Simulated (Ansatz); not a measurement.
Species: SnH (charge 0, doublet). 
Geometry from a B3LYP-D3(BJ)/def2-TZVP (Ansatz, an electronic-structure program) optimisation:
```xyz
2

Sn     0.0000     0.0000    -0.0350
H      0.0000     0.0000     1.7513
```
Charge 0, spin multiplicity 2.

Quantity: vertical electron affinity (to the triplet state of charge -1; a negative value means that the extra electron is unbound and the number depends on the basis; each state is the SCF solution reached for its spin), in eV. Valence correlation only, unless marked. Open shells are spin-unrestricted. Spin-orbit coupling is left out. The frozen core is the preceding noble-gas configuration, with the filled d and f shells of earlier blocks. Past Kr the def2 sets carry scalar-relativistic core potentials. Anions need diffuse functions: def2-D sets add few. CBS(X,Y): correlation extrapolated as X^-3; Hartree-Fock from the larger set.

```json
[
 {"level": "r2SCAN/def2-TZVPD", "program": "Ansatz", "vertical electron affinity (eV)": "1.37"},
 {"level": "PBE0/def2-TZVPD", "program": "Ansatz", "vertical electron affinity (eV)": "1.26"},
 {"level": "wB97X/def2-TZVPD", "program": "Ansatz", "vertical electron affinity (eV)": "1.03"},
 {"level": "CCSD/def2-TZVPPD", "program": "Ansatz", "vertical electron affinity (eV)": "1.15"},
 {"level": "CCSD/CBS(def2-TZVPPD,def2-QZVPPD)", "program": "Ansatz", "vertical electron affinity (eV)": "1.23"},
 {"level": "CCSD(T)/def2-QZVPPD", "program": "Ansatz", "vertical electron affinity (eV)": "1.25"}
]
```
